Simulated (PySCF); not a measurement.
Delta-SCF ions had no search for a lower state. Excitations are Tamm–Dancoff values on a coarser integration grid. The basis has no diffuse functions, so Rydberg states are missing or too high.

Cartesian coordinates (Å):
```xyz
7

C     -0.9715    -0.0947    -0.0598
S      0.4334    -0.6487     0.9435
S      2.0425    -0.2758    -0.2602
H     -1.8661    -0.3500     0.5132
H     -0.9399     0.9832    -0.2160
H     -0.9922    -0.6178    -1.0148
H      2.2937     1.0038     0.0942
```
Charge 0, multiplicity 1.

Question: What vertical ionisation energy (Delta-SCF), HOMO, S1 excitation (TDA), HOMO–LUMO gap and T1 excitation (TDA) does r2SCAN-D4/def2-TZVP run with PySCF give?

Answer: 
```json
{
 "vertical ionisation energy (Delta-SCF)": "9.09 eV",
 "HOMO": "-5.96 eV",
 "S1 excitation (TDA)": "4.89 eV",
 "HOMO–LUMO gap": "4.64 eV",
 "T1 excitation (TDA)": "4.04 eV"
}
```
